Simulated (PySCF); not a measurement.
## Dipole polarisabilities along the 5p block

Calculated with PySCF 2.14 for the ground configurations, without spin-orbit coupling: coupled response for Hartree-Fock and DFT. Mean α in bohr³, C₆ of like pairs in atomic units.

```json
{"species": "In [Kr] 4d10 5s2 5p1 (aug-cc-pwCVTZ-DK3 with one added diffuse shell each of s, p, d, f type, spin-free X2C)", "α UHF": "74.59", "α PBE": "80.22", "α PBE0": "n/a", "α recommended (Schwerdtfeger and Nagle)": "65 ± 4", "C₆ UHF": "807.4", "C₆ PBE": "822.6", "C₆ PBE0": "n/a"}
{"species": "Sn [Kr] 4d10 5s2 5p2 (aug-cc-pwCVTZ-DK3 with one added diffuse shell each of s, p, d, f type, spin-free X2C)", "α UHF": "57.26", "α PBE": "62.02", "α PBE0": "58.66", "α recommended (Schwerdtfeger and Nagle)": "53 ± 6", "C₆ UHF": "640.0", "C₆ PBE": "680.9", "C₆ PBE0": "644.0"}
{"species": "Sb [Kr] 4d10 5s2 5p3 (aug-cc-pwCVTZ-DK3 with one added diffuse shell each of s, p, d, f type, spin-free X2C)", "α UHF": "44.30", "α PBE": "47.96", "α PBE0": "45.70", "α recommended (Schwerdtfeger and Nagle)": "43 ± 2", "C₆ UHF": "491.8", "C₆ PBE": "530.4", "C₆ PBE0": "503.7"}
{"species": "Te [Kr] 4d10 5s2 5p4 (aug-cc-pwCVTZ-DK3 with one added diffuse shell each of s, p, d, f type, spin-free X2C)", "α UHF": "38.15", "α PBE": "41.41", "α PBE0": "39.57", "α recommended (Schwerdtfeger and Nagle)": "38 ± 4", "C₆ UHF": "420.1", "C₆ PBE": "458.3", "C₆ PBE0": "435.7"}
{"species": "I [Kr] 4d10 5s2 5p5 (aug-cc-pwCVTZ-DK3 with one added diffuse shell each of s, p, d, f type, spin-free X2C)", "α UHF": "31.91", "α PBE": "34.57", "α PBE0": "33.16", "α recommended (Schwerdtfeger and Nagle)": "32.9 ± 1.3", "C₆ UHF": "346.0", "C₆ PBE": "377.8", "C₆ PBE0": "360.5"}
{"species": "Xe [Xe] (aug-cc-pwCVTZ-DK3 with one added diffuse shell each of s, p, d, f type, spin-free X2C)", "α UHF": "26.78", "α PBE": "28.93", "α PBE0": "27.83", "α recommended (Schwerdtfeger and Nagle)": "27.32 ± 0.2", "C₆ UHF": "284.3", "C₆ PBE": "309.9", "C₆ PBE0": "296.6"}
```

Hartree-Fock lacks correlation. PBE lies above the recommended values here, as self-interaction makes its density too diffuse. All values carry a basis error, and heavy open shells lack spin-orbit coupling.
